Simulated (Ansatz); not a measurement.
F3Zr (SMILES [F][Zr]([F])[F]), doublet, at a GFN2-xTB geometry (such geometries of metal compounds can be far from the true shape) (the multiplicity is a formal guess) (core potentials on Zr). Base run: HF/def2-SVP (Ansatz, a quantum-chemistry and plane-wave program).

Ansatz was given this input:
Ansatz 0.2 input:
```yaml
crystal:
  periodic: [false, false, false]
  atoms:
    - {symbol: Zr, position_ang: [-0.00000000, -0.00000000, -0.00000000]}
    - {symbol: F, position_ang: [1.82193465, -0.22698784, -0.16419215]}
    - {symbol: F, position_ang: [-0.84799322, -0.45823038, 1.57126091]}
    - {symbol: F, position_ang: [-0.97394143, 0.68521822, -1.40706876]}
basis:
  gaussian:
    orbitals: def2-SVP
hamiltonian:
  xc: hf
magnetization: {spin_polarized: true, initial_magnetization: 1}
```

The base run was repeated with changes; each row names its change, and settings that it needs were set with it.

| change | E (Eh) | <S^2> |
|---|---|---|
| base | -344.82417 | 0.753 |
| functional = r2scan | -346.45834 | 0.752 |
| functional = blyp; dispersion = d3bjatm | -346.51781 | 0.751 |
| functional = wB97X-V | -346.41730 | 0.751 |
| functional = b3lyp5 | -346.42603 | 0.751 |
| functional = blyp | -346.51394 | 0.751 |
| functional = pbe0 | -346.25901 | 0.751 |
| functional = wB97X | -346.47771 | 0.750 |
| functional = hse06 | -346.24630 | 0.751 |
| functional = pbe | -346.29329 | 0.751 |
| functional = revpbe | -346.49501 | 0.751 |
| functional = b3lyp | -346.57189 | 0.751 |
| functional = SVWN5 | -344.56507 | 0.751 |

Total energies compare only within one method and basis.
